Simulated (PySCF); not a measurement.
C₂H₅O₂ (SMILES C[OH+]C=O), charge +1, singlet, geometry from GFN2-xTB; PySCF with WB97X/STO-3G.

Here is a job for PySCF.
```python
from pyscf import gto, scf, dft

mol = gto.Mole()
mol.atom = '''
    C    -1.436554   -0.570857   -0.775567
    O    -0.335599   -0.480133    0.172216
    C     0.825597    0.401375   -0.069412
    O     1.386349    0.835931    0.845001
    H    -1.018887   -0.691144   -1.774525
    H    -2.015719   -1.459305   -0.524867
    H    -2.067712    0.317610   -0.735489
    H    -0.629895   -0.457045    1.114616
    H     0.991956    0.460394   -1.147597
'''
mol.basis = 'sto-3g'
mol.charge = 1
mol.spin = 0
mol.verbose = 5
mol.build()

mf = dft.RKS(mol)
mf.xc = 'wb97x'
mf.grids.atom_grid = (99, 590)
mf.kernel()
mf.analyze()
```

Problem. Predict the main parts of the log of this PySCF run.

Solution. 
```
PySCF version 2.14.0

[INPUT] verbose = 5
[INPUT] max_memory = 4000
[INPUT] num. atoms = 9
[INPUT] num. electrons = 32
[INPUT] charge = 1
[INPUT] spin (= nelec alpha-beta = 2S) = 0
[INPUT] symmetry False subgroup None
[INPUT] Mole.unit = angstrom
[INPUT] Symbol           X                Y                Z      unit          X                Y                Z       unit  Magmom
[...]
[INPUT] ---------------- BASIS SET ----------------
[INPUT] l, kappa, [nprim/nctr], expnt,             c_1 c_2 ...
[INPUT] C
[...]
                                13.045096         0.53532814
                                3.5305122         0.44463454
[...]
                                0.6834831         0.39951283
                                0.2222899         0.70011547
[...]
                                0.6834831         0.60768372
                                0.2222899         0.39195739
[INPUT] O
[...]
                                23.808861         0.53532814
                                6.4436083         0.44463454
[...]
                                1.1695961         0.39951283
                                0.380389          0.70011547
[...]
                                1.1695961         0.60768372
                                0.380389          0.39195739
[INPUT] H
[...]
                                0.62391373        0.53532814
                                0.1688554         0.44463454

nuclear repulsion = 126.795964616325
number of shells = 17
number of NR pGTOs = 75
number of NR cGTOs = 25
basis = sto-3g
ecp = {}

******** <class 'pyscf.dft.rks.RKS'> ********
method = RKS
initial guess = minao
damping factor = 0
level_shift factor = 0
DIIS = <class 'pyscf.scf.diis.CDIIS'>
diis_start_cycle = 1
diis_space = 8
diis_damp = 0
SCF conv_tol = 1e-09
SCF conv_tol_grad = None
SCF max_cycles = 50
direct_scf = True
direct_scf_tol = 1e-13
XC library pyscf.dft.libxc version 7.1.2
    S. Lehtola, C. Steigemann, M. J. T. Oliveira, and M. A. L. Marques,  SoftwareX 7, 1–5 (2018)
XC functionals = wb97x
    J.-D. Chai and M. Head-Gordon,  J. Chem. Phys. 128, 084106 (2008)
radial grids:
    Treutler-Ahlrichs [JCP 102, 346 (1995); DOI:10.1063/1.469408] (M4) radial grids

becke partition: Becke, JCP 88, 2547 (1988); DOI:10.1063/1.454033
pruning grids: <function nwchem_prune>
grids dens level: 3
symmetrized grids: False
atomic radii adjust function: <function treutler_atomic_radii_adjust>
User specified grid scheme (99, 590)
small_rho_cutoff = 0
Set gradient conv threshold to 3.16228e-05
Initial guess from minao.
atom C rad-grids = 99, ang-grids = [ 50  50  50  50  50  50  50  50  50  50  50  50  50  50  50  50  50  50
  50  50  50  50  50  50  50  50  50  50  50  50  86  86  86  86  86  86
  86  86  86  86  86  86 434 434 434 434 434 434 434 434 434 590 590 590
 590 590 590 590 590 590 590 590 590 590 590 590 590 590 590 590 590 590
 590 590 590 590 590 434 434 434 434 434 434 434 434 434 434 434 434 434
 434 434 434 434 434 434 434 434 434]
atom O rad-grids = 99, ang-grids = [ 50  50  50  50  50  50  50  50  50  50  50  50  50  50  50  50  50  50
  50  50  50  50  50  50  50  50  50  50  50  50  86  86  86  86  86  86
  86  86  86  86  86  86  86 434 434 434 434 434 434 434 434 590 590 590
 590 590 590 590 590 590 590 590 590 590 590 590 590 590 590 590 590 590
 590 590 590 590 590 590 434 434 434 434 434 434 434 434 434 434 434 434
 434 434 434 434 434 434 434 434 434]
atom H rad-grids = 99, ang-grids = [ 50  50  50  50  50  50  50  50  50  50  50  50  50  50  50  50  50  50
  50  50  50  50  50  50  50  50  50  50  50  50  86  86  86  86  86  86
  86 434 434 434 434 434 434 434 434 434 434 590 590 590 590 590 590 590
 590 590 590 590 590 590 590 590 590 590 590 590 590 590 590 590 590 590
 590 590 434 434 434 434 434 434 434 434 434 434 434 434 434 434 434 434
 434 434 434 434 434 434 434 434 434]
tot_boxes 2548, boxes in each direction [12 11 12]
Padding 2 grids
tot grids = 291032
[...]
converged SCF energy = -226.333241864355
Total Energy =                        -226.333241864355159
[...]
8 H 1s          -0.01610   0.13418   0.00211   0.09863   0.07604
               #16       #17       #18       #19       #20
0 C 1s           0.00019   0.00087   0.00303  -0.00098  -0.00390
0 C 2s          -0.00439  -0.04045  -0.17248   0.06152   0.20866
0 C 2px         -0.08785  -0.05863  -0.37288   0.24908   0.32559
0 C 2py         -0.10469  -0.01654  -0.04112   0.07902   0.07457
0 C 2pz         -0.05389  -0.06552  -0.32250   0.08397   0.38367
1 O 1s          -0.00215  -0.00086  -0.00846   0.00151  -0.00103
1 O 2s           0.11808   0.06302   0.45219  -0.07549   0.04751
1 O 2px          0.18080   0.03999  -0.08000   0.46957   0.24232
1 O 2py          0.36139  -0.15716   0.18299   0.19296   0.06517
1 O 2pz         -0.02730  -0.01208  -0.04626  -0.24483   0.51245
2 C 1s           0.00054  -0.00014   0.00386   0.00545   0.00242
2 C 2s          -0.09131   0.01178  -0.27721  -0.35305  -0.15107
2 C 2px          0.08747  -0.42416   0.35354   0.28138   0.05393
2 C 2py          0.05310   0.59007   0.18685   0.26486   0.09355
2 C 2pz          0.04998  -0.03020  -0.09538  -0.07165   0.09531
3 O 1s          -0.00017  -0.00001  -0.00114  -0.00120  -0.00011
3 O 2s           0.01260   0.00171   0.01930   0.02014  -0.00993
3 O 2px          0.57674   0.37388  -0.22717  -0.12539   0.00989
3 O 2py          0.31408  -0.53518  -0.11269  -0.12783  -0.01725
3 O 2pz         -0.50189   0.02605   0.09636   0.02440   0.02750
4 H 1s          -0.00012  -0.01779   0.00003  -0.12066   0.09119
5 H 1s           0.12131   0.00268   0.03299   0.16530  -0.00605
6 H 1s          -0.05622   0.03767  -0.00475   0.01183  -0.06264
7 H 1s          -0.08039  -0.04497  -0.36507   0.46733  -0.51287
8 H 1s          -0.26728  -0.01214   0.15721   0.15773   0.22294
               #21       #22       #23       #24       #25
0 C 1s           0.00317   0.00160  -0.00108  -0.01158   0.00058
0 C 2s          -0.16418  -0.08337   0.05744   0.59618  -0.03642
0 C 2px         -0.16720   0.16101  -0.40689  -0.16981  -0.03419
0 C 2py         -0.04028  -0.63052  -0.05594  -0.13740   0.02531
0 C 2pz          0.09457   0.05310   0.45790  -0.20038  -0.02694
1 O 1s           0.00043  -0.00014   0.00018   0.00085   0.00002
1 O 2s          -0.03613  -0.00171   0.00089  -0.02661   0.00954
1 O 2px         -0.08949   0.03265   0.13774   0.03306  -0.01762
1 O 2py         -0.04803   0.10903   0.04424   0.01232  -0.01044
1 O 2pz         -0.13118   0.01388  -0.11782   0.00713  -0.11989
2 C 1s           0.00577   0.00009  -0.00076   0.00122  -0.00272
2 C 2s          -0.40232  -0.00335   0.05029  -0.08050   0.27611
2 C 2px         -0.31955   0.06670   0.12401  -0.04748   0.25894
2 C 2py         -0.20816   0.03764   0.11687  -0.01809   0.20797
2 C 2pz          0.30622  -0.00174  -0.10781   0.07075   0.59795
3 O 1s          -0.00276   0.00033   0.00049  -0.00032   0.00759
3 O 2s           0.09522  -0.01686  -0.01902   0.00827  -0.35018
3 O 2px          0.05240  -0.00522  -0.03012   0.01780   0.26771
3 O 2py          0.02153   0.00204  -0.03594   0.00545   0.20452
3 O 2pz         -0.28354   0.03607   0.07487  -0.03754   0.37321
4 H 1s           0.21489  -0.03135   0.52881  -0.45278   0.01182
5 H 1s          -0.04468  -0.38391  -0.39758  -0.46962   0.02545
6 H 1s           0.03764   0.63066  -0.23583  -0.30194  -0.01219
7 H 1s           0.08913  -0.00269   0.11498   0.03758   0.04694
8 H 1s           0.59529  -0.00132  -0.16009   0.14332   0.24200
 ** Mulliken pop on meta-lowdin orthogonal AOs  **
 ** Mulliken pop  **
[...]
 ** Mulliken atomic charges  **
charge of    0C =     -0.01343
charge of    1O =      0.04375
charge of    2C =      0.21205
charge of    3O =      0.02984
charge of    4H =      0.11028
charge of    5H =      0.11420
charge of    6H =      0.10315
charge of    7H =      0.28305
charge of    8H =      0.11711

WARN: System has nonzero charge 1; the dipole moment is origin-dependent.
Location of origin: [0. 0. 0.]

Dipole moment(X, Y, Z, Debye): -2.50980, -0.97950, -0.71715
```
